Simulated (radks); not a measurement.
Trend from Zr+ to Cd+: ionisation energy by Delta-SCF between NIST ground configurations, and size. Method: Dirac Kohn-Sham, LDA (Slater exchange, Perdew-Wang correlation), spin-unpolarised, spherical densities, finite nucleus; open shells fill j = l - 1/2 first; Fermi nuclear charge, rms radius of each element as measured or else 0.836 A^(1/3) + 0.57 fm; computed with a radial shooting solver on a logarithmic mesh with Libxc functionals.

[
 {"species": "Zr+", "configuration": "[Kr] 4d2 5s1", "configuration of the ion": "[Kr] 4d2", "IE (eV)": "13.216", "NIST (eV)": "13.130", "kind": "exp."},
 {"species": "Nb+", "configuration": "[Kr] 4d4", "configuration of the ion": "[Kr] 4d3", "IE (eV)": "14.313", "NIST (eV)": "14.320", "kind": "semi-emp."},
 {"species": "Mo+", "configuration": "[Kr] 4d5", "configuration of the ion": "[Kr] 4d4", "IE (eV)": "15.528", "NIST (eV)": "16.2", "kind": "semi-emp."},
 {"species": "Tc+", "configuration": "[Kr] 4d5 5s1", "configuration of the ion": "[Kr] 4d5", "IE (eV)": "15.169", "NIST (eV)": "15.260", "kind": "semi-emp."},
 {"species": "Ru+", "configuration": "[Kr] 4d7", "configuration of the ion": "[Kr] 4d6", "IE (eV)": "18.237", "NIST (eV)": "16.8", "kind": "semi-emp."},
 {"species": "Rh+", "configuration": "[Kr] 4d8", "configuration of the ion": "[Kr] 4d7", "IE (eV)": "19.553", "NIST (eV)": "18.080", "kind": "semi-emp."},
 {"species": "Pd+", "configuration": "[Kr] 4d9", "configuration of the ion": "[Kr] 4d8", "IE (eV)": "20.852", "NIST (eV)": "19.4", "kind": "semi-emp."},
 {"species": "Ag+", "configuration": "[Kr] 4d10", "configuration of the ion": "[Kr] 4d9", "IE (eV)": "22.138", "NIST (eV)": "21.484", "kind": "exp."},
 {"species": "Cd+", "configuration": "[Kr] 4d10 5s1", "configuration of the ion": "[Kr] 4d10", "IE (eV)": "17.514", "NIST (eV)": "16.908", "kind": "exp."}
]

Reference values: NIST Atomic Spectra Database (exp. = measured, semi-emp. = semi-empirical, theory = theoretical value adopted there). Spin polarisation and multiplet splitting are left out, so open shells lie too high by an amount that depends on their filling.

Beside tabulated values, note that spin-unpolarised runs miss the spin-polarisation part of the exchange energy of open shells.
